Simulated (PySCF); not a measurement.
Sn(H)2(OMe)(NH2) (CH₇NOSn), SMILES C[O][SnH2][NH2].

Coordinates come from a B3LYP-D3(BJ)/def2-SVP optimisation. The structure was generated by enumeration; whether it is a known compound was not checked. The def2 effective core potentials stand for the cores of Sn; spin–orbit coupling is left out. The values are those of a single conformer.

Calculation: B3LYP-D3(BJ)/def2-SVP (PySCF).

Frequencies are harmonic and unscaled.

### Question
Give all harmonic wavenumbers and intensities. (An estimate is asked for; the answer gives what the named calculation found.)

### Answer

```
mode  ν (cm⁻¹)  IR (km/mol)  moving atoms (share of kinetic energy)
----  --------  -----------  --------------------------------------
1           50          0.7          H 29 %, N 28 %, C 24 %, O 15 %
2          110          1.3                                  H 90 %
3          158          8.3          H 35 %, O 28 %, C 20 %, N 14 %
4          188         36.2                           H 81 %, O 9 %
5          220         14.6         H 34 %, O 29 %, C 19 %, Sn 12 %
6          399         50.7                                  H 86 %
7          501        133.8                          H 50 %, N 47 %
8          530         88.2          O 47 %, H 31 %, Sn 12 %, C 9 %
9          555          7.3                          H 71 %, O 25 %
10         604         59.4                 H 53 %, N 35 %, Sn 12 %
11         654        144.3                                  H 92 %
12         668         88.1                           H 91 %, N 9 %
13         843         29.0                          H 89 %, N 10 %
14        1120        206.6                          O 49 %, C 44 %
15        1173          0.7                          H 76 %, C 19 %
16        1191          4.1                   H 72 %, C 20 %, O 8 %
17        1469          8.7                                  H 92 %
18        1470          1.9                                  H 96 %
19        1479         31.5                                  H 92 %
20        1538          8.8                           H 92 %, N 8 %
21        1900        131.7                                  H 99 %
22        1954        132.6                                  H 99 %
23        2935        109.6                                  H 97 %
24        2984         75.6                          H 90 %, C 10 %
25        3053         50.5                           H 91 %, C 9 %
26        3508          8.2                                  H 96 %
27        3603         11.4                           H 92 %, N 8 %
```
